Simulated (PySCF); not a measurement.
C5H10S, SMILES CC(C)/C=C\S, singlet at its GFN2-xTB optimised geometry (Å):

```
16

C      2.3194     0.6173    -1.1979
C      1.3717     0.6433     0.0021
C      2.1627     0.7175     1.3099
C      0.5066    -0.5784     0.0000
C     -0.8177    -0.5784     0.0000
S     -1.7951     0.8981     0.0000
H      1.7561     0.5720    -2.1272
H      2.9724    -0.2517    -1.1464
H      2.9364     1.5127    -1.2106
H      0.7300     1.5281    -0.0717
H      2.7839     1.6101     1.3244
H      2.8062    -0.1540     1.4137
H      1.4868     0.7520     2.1614
H      1.0249    -1.5281     0.0044
H     -1.3978    -1.4859     0.0033
H     -2.9724     0.2779    -0.0345
```

Method: B3LYP/def2-TZVP run with PySCF. Cells within 0.4 Å of a nucleus heavier than hydrogen are left out (blank, or x).

Map of the electrostatic potential (hartree/e), clipped to [-0.08, 0.12] on the plane z = 0.0 Å:

```
|0000000000000000000111111|
|0000000000000000001111111|
|0000000000000000111111111|
|0000000000000001111111111|
|0000000000000111111111111|
|1100000000001111111111111|
|1111111110012332111111111|
|1111236996324996322221111|
|1112389999958999953221111|
|11236999x9988999996321111|
|1236999xx999799xx99421100|
|224999999999999xx99421101|
|2249999999999999996321111|
|2235999999x99xx9963321111|
|1223455799x99x99732221111|
|1222334999999999932211111|
|1122234999987999932111111|
|1112223699633699632111111|
|1111222344322244321111111|
|1111112222211122211111111|
|1111111111111111111111111|
|1111111111111111111111111|
|1111111111111111111111111|
|1111111111111111111111111|
|1111111111111111111111111|
```
Scale: ten equal steps from -0.013 (start of '0') to 0.120 (end of '9'), in the order '0123456789'; x runs from -5.00 to 5.00, y from -5.00 (bottom) to 5.00 (top).
